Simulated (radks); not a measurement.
Ar II, 17 electrons, occupied as [Ne] 3s2 3p5. All-electron calculation, non-relativistic Kohn-Sham, LDA (Slater exchange, Perdew-Wang correlation), spin-polarised, spherical densities, point nucleus; open shells are filled with parallel spins first. Program: a radial shooting solver on a logarithmic mesh with Libxc functionals.

Normalised radial functions P(r) = r R(r), r in bohr:

r         2s down    3s up  3s down
0.008237   0.2968   0.1021   0.1017
0.01047    0.3619   0.1244   0.1240
0.01331    0.4361   0.1499   0.1494
0.01692    0.5173   0.1777   0.1771
0.02151    0.6014   0.2065   0.2058
0.02735    0.6803   0.2333   0.2325
0.03477    0.7414   0.2537   0.2528
0.0442     0.7664   0.2612   0.2603
0.05618    0.7318   0.2475   0.2466
0.07142    0.6110   0.2031   0.2024
0.0908     0.3812   0.1200   0.1196
0.1154     0.0336  -0.0042  -0.0042
0.1467    -0.4125  -0.1605  -0.1600
0.1865    -0.8982  -0.3229  -0.3218
0.2371    -1.3257  -0.4463  -0.4448
0.3015    -1.5823  -0.4746  -0.4728
0.3832    -1.5877  -0.3600  -0.3584
0.4872    -1.3419  -0.0916  -0.0905
0.6193    -0.9402   0.2819   0.2821
0.7873    -0.5309   0.6537   0.6523
1.001     -0.2321   0.8969   0.8939
1.272     -0.0745   0.9288   0.9260
1.617     -0.0164   0.7635   0.7634
2.056     -0.0023   0.5012   0.5044
2.614     -0.0002   0.2579   0.2624
3.323     0.0000   0.0998   0.1033
4.224     0.0000   0.0274   0.0290
5.37      0.0000   0.0049   0.0054

2s down: eigenvalue -307.42 eV, 1 radial node at r = 0.118 bohr, <r> = 0.418 bohr, 90 % of the charge inside 0.652 bohr. 3s up: eigenvalue -36.865 eV, 2 radial nodes at r = 0.115, 0.519 bohr, <r> = 1.37 bohr, 90 % of the charge inside 2.07 bohr. 3s down: eigenvalue -35.837 eV, 2 radial nodes at r = 0.115, 0.519 bohr, <r> = 1.38 bohr, 90 % of the charge inside 2.08 bohr.
